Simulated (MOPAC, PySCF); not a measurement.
C₃H₄S, SMILES `C#CSC`, neutral singlet in the gas phase. 

Cartesian coordinates (Å):
```xyz
8

C      2.2504     0.1337     0.2061
C      1.2052     0.3480    -0.3553
S     -0.2111     0.6813    -1.1829
C     -1.4150    -0.1589    -0.1293
H      3.1734    -0.0549     0.7007
H     -1.4117     0.2719     0.8705
H     -2.3867     0.0052    -0.5963
H     -1.2045    -1.2263    -0.0873
```
Charge 0, multiplicity 1.

All levels are single points at this geometry (PBE0-D3(BJ)/def2-TZVP); Pople sets use spherical d functions. Orbital energies aren't observables, and empty levels follow the basis.

B3LYP/LANL2DZ in PySCF gives dipole (D) = 1.86.

Q: Estimate the dipole (D) from each of these levels: M06-2X/def2-TZVP in PySCF; B3LYP/3-21G in PySCF; B3LYP/6-311+G** in PySCF; SVWN5/6-31G* in PySCF; HF/6-31G* in PySCF; HF/STO-3G in PySCF; PM3 in MOPAC; PM7 in MOPAC.

A: 
```csv
level,dipole (D)
M06-2X/def2-TZVP in PySCF,1.61
B3LYP/3-21G in PySCF,1.75
B3LYP/6-311+G** in PySCF,1.65
SVWN5/6-31G* in PySCF,1.70
HF/6-31G* in PySCF,1.68
HF/STO-3G in PySCF,1.12
PM3 in MOPAC,1.81
PM7 in MOPAC,1.52
```
